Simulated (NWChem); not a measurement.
The numbers come from NWChem runs, not from measurements. System: HOSi, charge 0, spin multiplicity 2, at a geometry optimised with UPBE0/def2-SVP. The structure started from a generated list of species. Its SCF solution wasn't tested for a lower state. Level: UHF/cc-pVQZ.

Input file:

```
start mol
memory heap 200 mb stack 900 mb global 1100 mb
geometry units angstroms nocenter noautoz
  O      0.480094     0.920706     0.000000
  Si    -0.307886    -0.402734     0.000000
  H      0.469655    -1.727372     0.000000
  symmetry group Cs
end
basis spherical
  * library cc-pvqz
end
scf
  uhf
  nopen 1
  maxiter 100
  thresh 1e-7
  semidirect memsize 60000000 filesize 0
  # guess.movecs holds the orbitals of an unrestricted PBE0 run
  vectors input guess.movecs output mol.movecs
end
task scf energy
```

Output (cleaned and shortened):

```
             Northwest Computational Chemistry Package (NWChem) 7.3.0
             --------------------------------------------------------

                                NWChem Input Module
                                -------------------

 Scaling coordinates for geometry "geometry" by  1.889725989
 (inverse scale =  0.529177249)

 Turning off AUTOSYM since
 SYMMETRY directive was detected!

                             Geometry "geometry" -> ""
                             -------------------------

 Output coordinates in angstroms (scale by  1.889725989 to convert to a.u.)

  No.       Tag          Charge          X              Y              Z
 ---- ---------------- ---------- -------------- -------------- --------------
    1 O                    8.0000     0.48009400     0.92070600     0.00000000
    2 Si                  14.0000    -0.30788600    -0.40273400     0.00000000
    3 H                    1.0000     0.46965500    -1.72737200     0.00000000

 Effective nuclear repulsion energy (a.u.)      44.9010356348

            Nuclear Dipole moment (a.u.)
            ----------------------------
        X                 Y               Z
 ---------------- ---------------- ----------------
     0.0000056692    -0.0000000000     0.0000000000

      Symmetry information
      --------------------

 Group name             Cs
 Group number              2
 Group order               2
 No. of unique centers     3

      Symmetry unique atoms

     1    2    3


 Summary of "ao basis" -> "" (spherical)
 ------------------------------------------------------------------------------
       Tag                 Description            Shells   Functions and Types
 ---------------- ------------------------------  ------  ---------------------
 *                          cc-pvqz                   on all atoms

 Summary of "ao basis" -> "ao basis" (spherical)
 ------------------------------------------------------------------------------
       Tag                 Description            Shells   Functions and Types
 ---------------- ------------------------------  ------  ---------------------
 O                          cc-pvqz                 15       55   5s4p3d2f1g
 Si                         cc-pvqz                 17       59   6s5p3d2f1g
 H                          cc-pvqz                 10       30   4s3p2d1f

                                 NWChem SCF Module
                                 -----------------

  ao basis        = "ao basis"
  functions       =   144
  atoms           =     3
  alpha electrons =    12
  beta  electrons =    11
  charge          =   0.00
  wavefunction    = UHF
  use symmetry    = T
  symmetry adapt  = T

 Summary of "ao basis" -> "ao basis" (spherical)
 ------------------------------------------------------------------------------
       Tag                 Description            Shells   Functions and Types
 ---------------- ------------------------------  ------  ---------------------
 O                          cc-pvqz                 15       55   5s4p3d2f1g
 Si                         cc-pvqz                 17       59   6s5p3d2f1g
 H                          cc-pvqz                 10       30   4s3p2d1f

      Symmetry analysis of basis
      --------------------------

        a'         93
        a"         51

 Forming initial guess at       0.1s

   Symmetry analysis of molecular orbitals - initial alpha
   -------------------------------------------------------

  Numbering of irreducible representations:

     1 a'          2 a"

  Orbital symmetries:

     1 a'          2 a'          3 a'          4 a"          5 a'
     6 a'          7 a'          8 a'          9 a'         10 a'
    11 a"         12 a'         13 a"         14 a'         15 a'
    16 a'         17 a'         18 a"         19 a"         20 a'
    21 a'         22 a"

   Symmetry analysis of molecular orbitals - initial beta
   ------------------------------------------------------

  Numbering of irreducible representations:

     1 a'          2 a"

  Orbital symmetries:

     1 a'          2 a'          3 a'          4 a"          5 a'
     6 a'          7 a'          8 a'          9 a'         10 a"
    11 a'         12 a'         13 a"         14 a'         15 a'
    16 a'         17 a"         18 a'         19 a"         20 a'
    21 a'         22 a"

 Starting SCF solution at       0.1s

 ----------------------------------------------
         Quadratically convergent UHF

 Convergence threshold     :          1.000E-07
 Maximum no. of iterations :          100
 Integral*density screening:          1.000E-09
 ----------------------------------------------

              iter       energy          gnorm     gmax       time
             ----- ------------------- --------- --------- --------
                 1     -364.3619612431  5.63D-01  9.63D-02      4.5
                 2     -364.3786565637  4.36D-02  1.15D-02      5.1
                 3     -364.3794551106  1.86D-03  3.73D-04      6.4
                 4     -364.3794570885  5.23D-06  1.30D-06      9.3
                 5     -364.3794570885  6.21D-09  1.55D-09     12.1

       Final UHF  results
       ------------------

         Total SCF energy =   -364.379457088502
      One electron energy =   -594.634719896383
      Two electron energy =    185.354227173100
 Nuclear repulsion energy =     44.901035634781

                       Sz =      0.5000
                 Sz(Sz+1) =      0.7500
                      S^2 =      0.7754

        Time for solution =     12.0s

       Symmetry analysis of molecular orbitals - alpha
[...]
    6   -4.2756
    7   -1.2318
    8   -0.6324
    9   -0.5020
   10   -0.4607
   11   -0.4368
   12   -0.0037
   13    0.0393
   14    0.1112
   15    0.1624
   16    0.1687
   17    0.2231
   18    0.2437
   19    0.2680
   20    0.2986
   21    0.3128
   22    0.3589

                    UHF Final Alpha Molecular Orbital Analysis
                    ------------------------------------------

 Vector   10  Occ=1.000000D+00  E=-5.003084D-01  Symmetry=a'
              MO Center=  2.3D-01,  6.5D-01, -2.4D-14, r^2= 1.3D+00
   Bfn.  Coefficient  Atom+Function         Bfn.  Coefficient  Atom+Function
  ----- ------------  ---------------      ----- ------------  ---------------
    13      0.324065  1 O  py                10      0.250636  1 O  py
    16      0.203191  1 O  py                12     -0.178708  1 O  px
    71     -0.164744  2 Si px

 Vector   11  Occ=1.000000D+00  E=-4.670560D-01  Symmetry=a"
              MO Center=  3.6D-01,  7.2D-01,  2.2D-14, r^2= 1.0D+00
   Bfn.  Coefficient  Atom+Function         Bfn.  Coefficient  Atom+Function
  ----- ------------  ---------------      ----- ------------  ---------------
    14      0.367377  1 O  pz                11      0.278982  1 O  pz
    17      0.231762  1 O  pz                73      0.167669  2 Si pz
     8      0.153284  1 O  pz

 Vector   12  Occ=1.000000D+00  E=-3.943228D-01  Symmetry=a'
              MO Center= -4.8D-01, -4.9D-01, -2.9D-15, r^2= 2.4D+00
   Bfn.  Coefficient  Atom+Function         Bfn.  Coefficient  Atom+Function
  ----- ------------  ---------------      ----- ------------  ---------------
    60      0.372836  2 Si s                 61      0.326389  2 Si s
    71     -0.311061  2 Si px               117     -0.228336  3 H  s
    68     -0.209199  2 Si px                12      0.205770  1 O  px
    58      0.203181  2 Si s                118     -0.193713  3 H  s
     9      0.158227  1 O  px

 Vector   13  Occ=0.000000D+00  E= 1.608356D-02  Symmetry=a"
              MO Center= -4.6D-01, -6.0D-01, -5.7D-15, r^2= 3.9D+00
   Bfn.  Coefficient  Atom+Function         Bfn.  Coefficient  Atom+Function
  ----- ------------  ---------------      ----- ------------  ---------------
    76      0.628826  2 Si pz                73      0.288076  2 Si pz
    70      0.204204  2 Si pz                17     -0.201220  1 O  pz

 Vector   14  Occ=0.000000D+00  E= 1.013341D-01  Symmetry=a'
              MO Center= -7.1D-01, -9.5D-01, -1.8D-15, r^2= 6.0D+00
   Bfn.  Coefficient  Atom+Function         Bfn.  Coefficient  Atom+Function
  ----- ------------  ---------------      ----- ------------  ---------------
    75      1.200661  2 Si py                72     -0.972711  2 Si py
     5      0.842925  1 O  s                 71     -0.542498  2 Si px
    60     -0.532172  2 Si s                 74      0.497884  2 Si px
    16     -0.396340  1 O  py                61     -0.372787  2 Si s
   118      0.357541  3 H  s                 77     -0.321951  2 Si d -2

 Vector   15  Occ=0.000000D+00  E= 1.411830D-01  Symmetry=a'
              MO Center= -1.1D+00, -1.3D-01,  9.6D-17, r^2= 6.5D+00
   Bfn.  Coefficient  Atom+Function         Bfn.  Coefficient  Atom+Function
  ----- ------------  ---------------      ----- ------------  ---------------
   118      2.627546  3 H  s                 74     -1.367476  2 Si px
    61     -1.311988  2 Si s                 75      1.295611  2 Si py
    72      0.729487  2 Si py                60     -0.610287  2 Si s
     5     -0.292410  1 O  s                 81      0.278571  2 Si d  2
   117      0.256040  3 H  s                 77      0.235554  2 Si d -2

                     UHF Final Beta Molecular Orbital Analysis
                     -----------------------------------------

 Vector    9  Occ=1.000000D+00  E=-5.019865D-01  Symmetry=a'
              MO Center=  3.6D-01,  6.7D-02, -4.1D-15, r^2= 2.2D+00
   Bfn.  Coefficient  Atom+Function         Bfn.  Coefficient  Atom+Function
  ----- ------------  ---------------      ----- ------------  ---------------
    13      0.282091  1 O  py                10      0.218502  1 O  py
    69     -0.207368  2 Si py                16      0.185461  1 O  py
   117      0.183538  3 H  s                 66     -0.157280  2 Si py

 Vector   10  Occ=1.000000D+00  E=-4.606864D-01  Symmetry=a"
              MO Center=  3.7D-01,  7.2D-01, -3.6D-16, r^2= 1.0D+00
   Bfn.  Coefficient  Atom+Function         Bfn.  Coefficient  Atom+Function
  ----- ------------  ---------------      ----- ------------  ---------------
    14      0.365291  1 O  pz                11      0.276483  1 O  pz
    17      0.235279  1 O  pz                73      0.160908  2 Si pz
     8      0.152445  1 O  pz

 Vector   11  Occ=1.000000D+00  E=-4.367749D-01  Symmetry=a'
              MO Center=  2.4D-01,  7.1D-01,  8.1D-16, r^2= 1.2D+00
   Bfn.  Coefficient  Atom+Function         Bfn.  Coefficient  Atom+Function
  ----- ------------  ---------------      ----- ------------  ---------------
    12      0.304547  1 O  px                 9      0.228500  1 O  px
    15      0.208027  1 O  px                13     -0.174463  1 O  py

 Vector   12  Occ=0.000000D+00  E=-3.717706D-03  Symmetry=a'
              MO Center= -7.0D-01, -5.9D-01,  1.8D-15, r^2= 3.3D+00
   Bfn.  Coefficient  Atom+Function         Bfn.  Coefficient  Atom+Function
  ----- ------------  ---------------      ----- ------------  ---------------
    61      0.963490  2 Si s                118     -0.511375  3 H  s
     5     -0.330034  1 O  s                 74     -0.285765  2 Si px
    60      0.271305  2 Si s                 15      0.250178  1 O  px
   117     -0.235674  3 H  s                 58      0.204009  2 Si s
    12      0.164533  1 O  px                68     -0.156018  2 Si px

 Vector   13  Occ=0.000000D+00  E= 3.930115D-02  Symmetry=a"
              MO Center= -3.4D-01, -6.6D-01,  1.6D-14, r^2= 4.3D+00
   Bfn.  Coefficient  Atom+Function         Bfn.  Coefficient  Atom+Function
  ----- ------------  ---------------      ----- ------------  ---------------
    76      0.734099  2 Si pz                17     -0.219198  1 O  pz
    73      0.207512  2 Si pz                70      0.195694  2 Si pz
    78     -0.168330  2 Si d -1

 Vector   14  Occ=0.000000D+00  E= 1.112449D-01  Symmetry=a'
              MO Center= -5.6D-01, -9.8D-01, -4.4D-15, r^2= 6.4D+00
   Bfn.  Coefficient  Atom+Function         Bfn.  Coefficient  Atom+Function
  ----- ------------  ---------------      ----- ------------  ---------------
    75     -1.186453  2 Si py                72      1.099024  2 Si py
     5     -0.807093  1 O  s                 74     -0.572581  2 Si px
    60      0.550631  2 Si s                 71      0.524354  2 Si px
    16      0.397472  1 O  py                77      0.286156  2 Si d -2
    59     -0.273448  2 Si s                 15      0.264479  1 O  px

 center of mass
 --------------
 x =  -0.01938117 y =   0.07219748 z =   0.00000000

 moments of inertia (a.u.)
 ------------------
          75.128390384650         -34.779296634673           0.000000000000
         -34.779296634673          23.412899430580           0.000000000000
           0.000000000000           0.000000000000          98.541289815230

  Mulliken analysis of the total density
  --------------------------------------

    Atom       Charge   Shell Charges
 -----------   ------   -------------------------------------------------------
    1 O    8     8.64   1.98 -0.02  0.41  1.02  0.44  0.45  1.32  2.00  1.02  0.00  0.01  0.02  0.00  0.00  0.00
    2 Si  14    13.26   2.00  1.96 -0.01  0.33  0.77  0.25  6.00 -0.01  0.64  0.78  0.15  0.13  0.15  0.07  0.03  0.02  0.01
    3 H    1     1.10   0.06  0.27  0.57  0.18  0.00  0.01  0.02  0.00  0.00  0.00

  Mulliken analysis of the alpha density
  --------------------------------------

    Atom       Charge   Shell Charges
 -----------   ------   -------------------------------------------------------
    1 O    8     4.42   0.99 -0.01  0.21  0.51  0.22  0.24  0.71  1.05  0.50  0.00  0.00  0.01  0.00  0.00  0.00
    2 Si  14     6.90   1.00  0.98 -0.01  0.18  0.45  0.17  2.99  0.00  0.37  0.47  0.08  0.07  0.08  0.04  0.01  0.01  0.00
    3 H    1     0.68   0.04  0.17  0.36  0.11  0.00  0.00  0.01  0.00  0.00  0.00

   Mulliken analysis of the beta density
   -------------------------------------

    Atom       Charge   Shell Charges
 -----------   ------   -------------------------------------------------------
    1 O    8     4.22   0.99 -0.01  0.20  0.50  0.22  0.21  0.62  0.95  0.52  0.00  0.00  0.01  0.00  0.00  0.00
    2 Si  14     6.36   1.00  0.97  0.00  0.16  0.32  0.09  3.01 -0.02  0.27  0.31  0.07  0.06  0.07  0.03  0.02  0.01  0.00
    3 H    1     0.42   0.02  0.10  0.22  0.07  0.00  0.00  0.01  0.00  0.00  0.00

   Mulliken analysis of the spin density
   -------------------------------------

    Atom       Charge   Shell Charges
 -----------   ------   -------------------------------------------------------
    1 O    8     0.20  -0.00  0.00  0.01  0.01 -0.00  0.03  0.09  0.09 -0.02 -0.00 -0.00 -0.00 -0.00 -0.00  0.00
    2 Si  14     0.54   0.00  0.01 -0.01  0.02  0.13  0.08 -0.02  0.02  0.10  0.16  0.01  0.02  0.01  0.01 -0.00  0.00  0.00
    3 H    1     0.26   0.01  0.07  0.14  0.04 -0.00 -0.00 -0.00 -0.00  0.00 -0.00

       Multipole analysis of the density wrt the origin
       ------------------------------------------------

     L   x y z        total         alpha         beta         nuclear
     -   - - -        -----         -----         ----         -------
     0   0 0 0     -0.000000    -12.000000    -11.000000     23.000000

     1   1 0 0     -0.786203      0.162090     -0.948298      0.000006
     1   0 1 0     -1.451243     -0.200454     -1.250789     -0.000000
     1   0 0 1      0.000000      0.000000      0.000000      0.000000

     2   2 0 0    -14.246772    -15.741481    -10.616951     12.111660
     2   1 1 0     -0.854171     -8.948623     -7.835640     15.930092
     2   1 0 1     -0.000000     -0.000000      0.000000      0.000000
     2   0 2 0    -15.534110    -31.406706    -27.109219     42.981815
     2   0 1 1      0.000000     -0.000000      0.000000      0.000000
     2   0 0 2    -12.111880     -6.637056     -5.474824      0.000000

 Task  times  cpu:       12.2s     wall:       12.2s

 Total times  cpu:       12.2s     wall:       12.2s
```
